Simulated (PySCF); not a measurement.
**Worked example: chemical shift, span and skew from a shielding tensor**

2-hydroxyethylboronic acid (C2H7BO3), SMILES OCCB(O)O. Atoms are numbered in the order given.

```xyz
13

O     -2.6831     0.0065     0.4850
C     -1.4465    -0.3567    -0.0739
C     -0.2757     0.4470     0.4718
B      1.1296     0.0875    -0.1566
O      2.1917     0.9485    -0.1697
O      1.3155    -1.1468    -0.6948
H     -2.6397    -0.1689     1.4306
H     -1.2395    -1.4374     0.0483
H     -1.5416    -0.1857    -1.1581
H     -0.1894     0.2681     1.5630
H     -0.4957     1.5243     0.3684
H      1.9843     1.8069     0.2091
H      2.2136    -1.2521    -1.0294
```

The structure is a stationary point at PBE0-D3(BJ)/def2-SVP. Other conformers were not sampled.

GIAO shieldings from B3LYP/pcSseg-1 (PySCF), non-relativistic, no solvent. The symmetric part of the tensor of C2 has the principal values 82.0, 102.6, 160.7 ppm. The same nucleus in TMS has σ = 181.3 ppm at this level (PySCF, at its B3LYP-D3(BJ)/def2-TZVP geometry).

Problem. Work out the isotropic shielding, the ¹³C shift against TMS, the span and the skew.

Solution. 
σ(iso) = (σ11 + σ22 + σ33)/3 = 115.1 ppm. δ = σ(ref) − σ(iso) = 181.3 − (115.1) = 66.2 ppm.
Span Ω = σ33 − σ11 = 78.7 ppm. Skew κ = 3(σ(iso) − σ22)/Ω = 0.48. Tumbling in solution averages the tensor to δ; in a static solid the shielding alone would spread this spin-1/2 line over Ω.
